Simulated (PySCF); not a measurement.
Be2F2, SMILES [F][Be][Be][F]. Heavy atoms are numbered as in [F:1][Be:2][Be:3][F:4].

Coordinates come from a PBE0-D3(BJ)/def2-TZVP optimisation. One conformer was computed; it need not be the lowest.

All values below come from PySCF with PBE/pcSseg-2.

GIAO shieldings, no solvent; atoms alike by connectivity are averaged. δ = σ(ref) − σ: ¹⁹F against CFCl3 (σ = 132.0 ppm), references at their B3LYP-D3(BJ)/def2-TZVP geometries, non-relativistic.

| nucleus | atoms | count | δ (ppm) |
|---|---|---|---|
| ¹⁹F | F1 | 2 | -128.0 |
